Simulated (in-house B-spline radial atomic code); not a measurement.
Values are calculated unless marked as measured or tabulated.
# Building a PAW d channel for In, r_c = 0.906 bohr

In, [Kr] 4d10 5s2 5p1, non-relativistic LDA (VWN5), spherical and spin-unpolarised, from a B-spline radial code for spherical atoms (atomic units; all potentials screened as in the neutral atom).

Two all-electron partial waves φ1, φ2 are integrated outwards at E1 = ε(4d) = -0.730481 and E2 = E1 + 2 hartree; φ1 is the bound orbital and φ2 has unit norm inside r_c = 0.9063 bohr. Smooth partners are polynomials, r^3(a0 + a1 r² + a2 r⁴ + a3 r⁶), matched to φ and three derivatives at r_c, with no condition on the norm. The local potential is -44.1574 + (118.971) r² + (-139.525) r⁴ + (61.8999) r⁶ inside 0.742 bohr and the all-electron one outside.

```tsv
wave	φ(r_c)	φ'(r_c)	a0	a1	a2	a3
1	0.9947888	0.08360978	6.24488	-10.98728	7.822265	-2.09548
2	1.433973	-2.1547	13.3319	-26.29273	19.53115	-5.388804
```

Inside r_c the overlaps are <φi φj> = [[0.32342, 0.56584], [0.56584, 1.00000]] and, for the smooth waves, [[0.30364, 0.52992], [0.52992, 0.93356]]. With χj = (Ej − T − V_local) applied to smooth wave j, the program's quadrature gives the matrix B_ij = <smooth i, χj> as [[0.78179, 1.45947], [1.53131, 2.88213]].

Question: Check the match of the first wave, and find the augmentation charges q_ij.

Answer: At r_c the four terms are 4.64879, -6.71816, 3.92859, -0.86443, which sum to 0.9948, φ1(r_c) to rounding. q_ij is the all-electron overlap less the smooth one: [[0.01978, 0.03592], [0.03592, 0.06644]]. The smooth first wave has a norm of 0.3036 inside r_c against 0.3234, and q11 > 0 puts back the missing charge.

Question: B isn't symmetric. Show that D_ij = B_ij + Ej q_ij is.

Answer: Integrating by parts gives B12 − B21 = (E1 − E2) q12: 1.45947 − (1.53131) = -0.07184, and −2 × (0.03592) = -0.07184. So D12 = 1.45947 + (1.269519)(0.03592) = 1.50507 and D21 = 1.53131 + (-0.730481)(0.03592) = 1.50507; D11 = 0.76734, D22 = 2.96648. The projectors, p = (B⁻¹)ᵀ χ, are dual to the smooth waves; det B = 0.018, small beside B11 B22, as the two smooth waves look alike inside r_c.

Solving (T + V_local + Σ p D p) ψ = E (1 + Σ p q p) ψ in a sphere of 9 bohr gives these levels:

| all-electron | one projector | two projectors |
| --- | --- | --- |
| -0.730481 | -0.730481 | -0.730481 |
| 0.085569 | 0.085512 | 0.085569 |
| 0.338202 | 0.337928 | 0.338202 |
| 0.746444 | 0.745577 | 0.746444 |
| 1.299960 | 1.297730 | 1.299960 |

Question: What does the second projector gain?

Answer: With one projector the errors are 0.00, -0.06, -0.27, -0.87, -2.23 millihartree. With two the errors are 0.00, 0.00, 0.00, 0.00, 0.00 millihartree. The scattering is exact at E1 and at E2 = 1.270, and over all levels compared the largest error is under 0.01 millihartree. The lowest eigenvalue of the overlap operator is 1 with one and 1 with two projectors. The smooth orbital alone needs a cutoff of 50.4 hartree for 1 millihartree of kinetic energy, against 72 for a norm-conserving Troullier-Martins orbital of the same radius; part of the gain comes from giving up the norm, part from the simpler form.
